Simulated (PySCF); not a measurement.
This PySCF input asks for the NMR shieldings of `CC1(C)CSCB1Cl`, C5H10BClS; the geometry comes from GFN2-xTB.

```python
import basis_set_exchange as bse
import numpy as np
from pyscf import gto, dft
from pyscf.prop import nmr

atoms = """
C    -1.088960   -0.649678   -1.074419
C    -0.364032   -0.029957    0.137563
C    -1.406050    0.421963    1.166507
C     0.556091   -1.090817    0.755848
S     2.075330   -1.181572   -0.250299
C     2.085108    0.612773   -0.631622
B     0.604400    1.119730   -0.414733
Cl    0.100273    2.692250   -0.781750
H    -1.677839    0.101543   -1.595283
H    -1.754177   -1.443486   -0.740046
H    -0.368854   -1.073642   -1.770854
H    -2.001370   -0.425281    1.501654
H    -0.925306    0.869383    2.033970
H    -2.071471    1.160525    0.726356
H     0.111716   -2.083890    0.765288
H     0.844498   -0.817362    1.772279
H     2.806853    1.092564    0.034118
H     2.465033    0.731271   -1.646234
"""
names = dict.fromkeys(["C", "S", "B", "Cl", "H"], "pcSseg-1")
basis = {el: gto.basis.parse(bse.get_basis(n, elements=[el], fmt="nwchem")) for el, n in names.items()}
mol = gto.M(atom=atoms, basis=basis, charge=0, verbose=0)
mf = dft.RKS(mol, xc="PBE0")
mf.grids.level = 2
mf.grids.alignment = dft.numint.BLKSIZE   # the property module wants whole blocks of grid points
mf.conv_tol = 1e-9
mf.kernel()

calc = nmr.RKS(mf)   # GIAO
C = mf.mo_coeff
Co = C[:, mf.mo_occ > 0]
resp = mf.gen_response(singlet=True, hermi=2)
def vind(x):   # induced exchange potential for any number of trial vectors
    d = np.einsum("pi,xij,qj->xpq", C, 2 * x.reshape(-1, C.shape[1], Co.shape[1]), Co, optimize=True)
    return np.einsum("xpq,pi,qj->xij", resp(d - d.transpose(0, 2, 1)), C, Co, optimize=True).ravel()
mo1, _ = nmr.rhf.solve_mo1(calc, with_cphf=vind)
sigma = calc.kernel(mo1)
for i, s in enumerate(sigma):   # ppm
    print("%2d %-2s %9.2f" % (i, mol.atom_pure_symbol(i), np.trace(s) / 3))
```

**Question.** Give the expected output.

**Answer.** 
```
 0 C     163.10
 1 C     144.02
 2 C     161.44
 3 C     134.86
 4 S     540.54
 5 C     153.47
 6 B      19.58
 7 Cl    723.17
 8 H      31.05
 9 H      30.95
10 H      29.87
11 H      30.83
12 H      30.84
13 H      30.23
14 H      29.41
15 H      28.62
16 H      28.85
17 H      29.26
```

These numbers come from an equivalent density-fitted implementation of the same equations, which agrees with the script to about 0.01 ppm for H and up to a few tenths of a ppm for heavy atoms, so last digits may differ.

Size and cost of the density-fitted run: 200 basis functions, 77 s wall time on 1 thread of an Arm Neoverse N1, shared host; peak memory 0.99 GiB.
